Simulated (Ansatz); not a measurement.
Relaxation of CH$_{4}$N$_{2}$Te (8 atoms, charge 0, multiplicity 1), to a largest force component of 0.015 eV/Å in at most 40 steps.

The calculation used RKS LDA/def2-SVP in Ansatz 0.2.0.

```xyz
8
Properties=species:S:1:pos:R:3:forces:R:3
N -0.872 1.159 -0.083 -4.07 2.83 -0.06
C -0.115 0.199 -0.199 3.24 0.17 0.54
N 1.246 0.378 0.050 1.39 -1.08 -0.03
Te -0.772 -1.698 -0.759 -0.27 -1.78 0.39
H -1.939 1.086 -0.300 2.41 -0.31 0.40
H 1.655 1.327 0.339 -1.14 -1.45 -0.52
H 1.961 -0.430 -0.013 -1.67 1.48 0.07
H -1.072 -2.079 0.909 0.12 0.15 -0.80
```

Q: Where does it end, and by what steps?

A: It converged. After 16 steps the energy has fallen by 0.577 eV; H8 moved furthest, 0.65 Å.

```json
{"step": "0", "energy less start (eV)": "0.0000", "largest force component (eV/Å)": "4.072", "accepted": "yes"}
{"step": "1", "energy less start (eV)": "-0.4602", "largest force component (eV/Å)": "1.095", "accepted": "yes"}
{"step": "2", "energy less start (eV)": "-0.5062", "largest force component (eV/Å)": "0.733", "accepted": "yes"}
{"step": "3", "energy less start (eV)": "-0.5215", "largest force component (eV/Å)": "1.124", "accepted": "yes"}
{"step": "4", "energy less start (eV)": "-0.5443", "largest force component (eV/Å)": "0.162", "accepted": "yes"}
{"step": "5", "energy less start (eV)": "-0.5465", "largest force component (eV/Å)": "0.224", "accepted": "yes"}
{"step": "6", "energy less start (eV)": "-0.5484", "largest force component (eV/Å)": "0.156", "accepted": "yes"}
{"step": "7", "energy less start (eV)": "-0.5490", "largest force component (eV/Å)": "0.308", "accepted": "yes"}
{"step": "8", "energy less start (eV)": "-0.5640", "largest force component (eV/Å)": "0.163", "accepted": "yes"}
{"step": "9", "energy less start (eV)": "-0.5731", "largest force component (eV/Å)": "0.075", "accepted": "yes"}
{"step": "10", "energy less start (eV)": "-0.5604", "largest force component (eV/Å)": "0.428", "accepted": "no"}
{"step": "11", "energy less start (eV)": "-0.5755", "largest force component (eV/Å)": "0.259", "accepted": "yes"}
{"step": "12", "energy less start (eV)": "-0.5760", "largest force component (eV/Å)": "0.069", "accepted": "yes"}
{"step": "13", "energy less start (eV)": "-0.5762", "largest force component (eV/Å)": "0.079", "accepted": "yes"}
{"step": "14", "energy less start (eV)": "-0.5766", "largest force component (eV/Å)": "0.077", "accepted": "yes"}
{"step": "15", "energy less start (eV)": "-0.5772", "largest force component (eV/Å)": "0.021", "accepted": "yes"}
{"step": "16", "energy less start (eV)": "-0.5772", "largest force component (eV/Å)": "0.010", "accepted": "yes"}
```

```xyz
8
Properties=species:S:1:pos:R:3
N -0.871 1.142 0.086
C -0.020 0.230 -0.113
N 1.319 0.434 -0.133
Te -0.450 -1.871 -0.600
H -1.845 0.858 -0.072
H 1.630 1.389 0.083
H 1.945 -0.341 0.093
H -1.618 -1.897 0.602
```

Whether the end is a true minimum wasn't checked by a vibrational analysis.

The run took 32 s on 1 thread of Arm Neoverse V1, with other jobs on the host, peak memory 0.12 GiB.
